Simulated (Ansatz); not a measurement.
Input for Ansatz (a program for electronic structure): R-PBE0/def2-TZVPP on CH5GeNO (SMILES C[O][Ge][NH2]).

Ansatz 0.2 input:
```yaml
crystal:
  periodic: [false, false, false]
  atoms:
    - {symbol: C, position_ang: [-1.73638258, -0.17545550, -0.06698767]}
    - {symbol: O, position_ang: [-0.34326265, -0.29571275, 0.13953107]}
    - {symbol: Ge, position_ang: [0.77637124, 1.10994787, -0.08965934]}
    - {symbol: N, position_ang: [2.25850282, 0.13934916, 0.35156241]}
    - {symbol: H, position_ang: [-2.05591816, -0.86963928, -0.84950768]}
    - {symbol: H, position_ang: [-2.03532284, 0.83690490, -0.36766196]}
    - {symbol: H, position_ang: [-2.27001854, -0.42689769, 0.85404793]}
    - {symbol: H, position_ang: [2.21487212, -0.83790838, 0.60316197]}
    - {symbol: H, position_ang: [3.19115858, 0.51941167, 0.36874357]}
basis:
  gaussian:
    orbitals: def2-TZVPP
hamiltonian:
  xc: {name: PBE0}
scf: {lower_state_search: off}
```

The log:

```
WARN ansatz: RAYON_NUM_THREADS=1 ignored (pool sized by the plan → 1); use --threads N
Functional definition: PBE0
these checks for a lower state are left out or cut short: stability, starts, cluster_reference, orbital_swaps, neighbouring_geometries, increment
integrals: 0.12 GiB planned
1182 factors; their error is unknown
mean field: 1.09 GiB planned
mean field evaluation 1: about -61151.6821 eV, gradient 8.0e1 eV
mean field evaluation 2: about -61117.2950 eV, gradient 1.4e2 eV
mean field evaluation 4: about -61163.7313 eV, gradient 8.5e0 eV
mean field evaluation 8: about -61163.8681 eV, gradient 2.0e-1 eV
mean field evaluation 16: about -61164.1423 eV, gradient 6.9e-5 eV
mean field -61164.14230339 eV, -2247.7407711048 hartree, gradient 4.2e-6 eV, S^2 0.000000; 0 other end points of the search recorded, 0 dependent functions left out
reference -61164.14233163 eV, -2247.7407721426 hartree; 29, 29 occupied and 182, 182 virtual orbitals, 1182 factors
Total energy: -61164.14233163 eV, -2247.7407721426 hartree
Checks for a lower state left out: stability, starts, cluster_reference, orbital_swaps, neighbouring_geometries, increment
```

The run converged.

Cost: around 3 core-seconds (rough).
